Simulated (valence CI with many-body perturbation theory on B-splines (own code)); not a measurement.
## Re LIII in three bases

Computed by configuration interaction combined with many-body perturbation theory (CI+MBPT): five valence electrons over a frozen Dirac-Fock core [Ar], a basis of 7 s, 7 p, 8 d, 6 f, 4 g, 1 h functions for each j, with the one-electron correlation potential Σ1, the two-electron term Σ2, the three-electron term Σ3, Breit, model QED; selected CI, second order for the rest, scaled by the run's own slope (own B-spline code, finite nucleus).

The last digits are not significant, and no measured levels were compared; by estimate large intervals hold to a few tenths of a per cent, small ones and those within an open d or f shell to about a per cent. Among the levels kept, up to 570 cm⁻¹ of a level comes from second order outside the variational space, and about a tenth of that is noise between levels of different J, which matters for small intervals. Only levels of the ground parity were solved; by the run's estimate the other parity begins above the list, which can be wrong where configurations are misplaced.

The reference run has the lowest level (3d3/2^4 3d5/2) J=5/2 and an ionisation energy of 4877.61 eV. Its largest variational space holds 19999 state functions.

Levels are named by their leading jj configuration (3d3/2^4 stands for four electrons in 3d with j = 3/2), which in mixed levels can hold well under half, so a name can repeat and another be missing. Letters in brackets count levels of one name in rising energy.

Changed runs:
A. basis 6 s, 6 p, 5 d, 5 f, 1 g
B. basis 5 s, 5 p, 4 d, 4 f

Excitation energies of the reference run in cm⁻¹, and shifts in cm⁻¹:

```
                      Level  Reference      A      B
(3d3/2^3 3d5/2^2) J=5/2 [a]     507314   -269   -575
(3d3/2^3 3d5/2^2) J=7/2 [a]     602470    -70   +224
   (3d3/2^3 3d5/2^2) J=11/2     612528   -7.8   +252
(3d3/2^3 3d5/2^2) J=3/2 [a]     618230   -104   +127
    (3d3/2^3 3d5/2^2) J=9/2     658901   +0.7   +626
(3d3/2^3 3d5/2^2) J=5/2 [b]     690117    +34   +890
    (3d3/2^3 3d5/2^2) J=1/2     721174    -41   +768
(3d3/2^3 3d5/2^2) J=7/2 [b]     726609    +89  +1025
(3d3/2^3 3d5/2^2) J=3/2 [b]     868275   +175  +1363
(3d3/2^2 3d5/2^3) J=5/2 [a]    1101030   -307   -534
(3d3/2^2 3d5/2^3) J=7/2 [a]    1172620   -226    +53
   (3d3/2^2 3d5/2^3) J=11/2    1175370   -147    +50
     Ionisation energy (eV)    4877.61  -0.11  -0.21
```
